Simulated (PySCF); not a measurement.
B(H)(OH)(NMe2) (C2H8BNO), SMILES CN(C)BO.

Coordinates come from a TPSSh-D3(BJ)/def2-SVP optimisation. This is a generated structure with no PubChem entry under its InChIKey; it may be hypothetical. Other conformers were not sampled.

Method: PBE/def2-TZVP run with PySCF.

Symmetry labels are those of the subgroup Cs that the program uses (full group Cs).

Computed valence orbital energies around the gap with their symmetry:
```tsv
orbital	symmetry	energy (eV)
HOMO−7	A"	-11.28
HOMO−6	A"	-9.65
HOMO−5	A'	-9.47
HOMO−4	A'	-9.23
HOMO−3	A'	-8.71
HOMO−2	A"	-8.28
HOMO−1	A'	-7.78
HOMO	A"	-5.60
LUMO	A'	-0.13
LUMO+1	A"	0.28
LUMO+2	A'	0.65
LUMO+3	A'	1.57
```
